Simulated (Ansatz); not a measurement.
Relaxation of C₂H₅ClSi (9 atoms, charge 0, multiplicity 1), to a largest force component of 0.015 eV/Å in at most 40 steps.

Level of theory: RKS PBE-D4/def2-SVP (Ansatz 0.2.0).

```xyz
9
Properties=species:S:1:pos:R:3
C -0.395 1.324 -0.051
C -0.434 -0.143 0.307
Si 0.748 -1.348 -0.168
Cl 0.572 -3.282 0.388
H 0.500 1.812 0.334
H -0.408 1.478 -1.130
H -1.259 1.831 0.369
H -1.276 -0.451 0.913
H 1.953 -1.221 -0.962
```

Task: Where does it end, and by what steps?

Result: The forces met the threshold. After 15 steps the energy has fallen by 0.218 eV; H7 moved furthest, 0.75 Å.

```tsv
step	energy less start (eV)	largest force component (eV/Å)	accepted
0	0.0000	1.282	yes
1	-0.1040	0.499	yes
2	-0.1126	0.080	yes
3	-0.1133	0.066	yes
4	-0.1159	0.078	yes
5	-0.1186	0.057	yes
6	-0.1097	0.771	no
7	-0.1304	0.128	yes
8	-0.1435	0.298	yes
9	-0.1583	0.531	yes
10	-0.2092	0.105	yes
11	-0.2012	0.389	no
12	-0.2169	0.028	yes
13	-0.2174	0.051	yes
14	-0.2177	0.026	yes
15	-0.2178	0.004	yes
```

```xyz
9
Properties=species:S:1:pos:R:3
C -0.360 1.311 -0.037
C -0.320 -0.116 0.434
Si 0.623 -1.379 -0.259
Cl 0.604 -3.315 0.467
H -0.047 2.014 0.767
H 0.300 1.498 -0.909
H -1.389 1.613 -0.335
H -0.950 -0.383 1.301
H 1.539 -1.242 -1.428
```

Whether the end is a true minimum wasn't checked by a vibrational analysis.

The run took 50 s on 1 thread of Arm Neoverse V2 (shared host), peak memory 0.14 GiB.
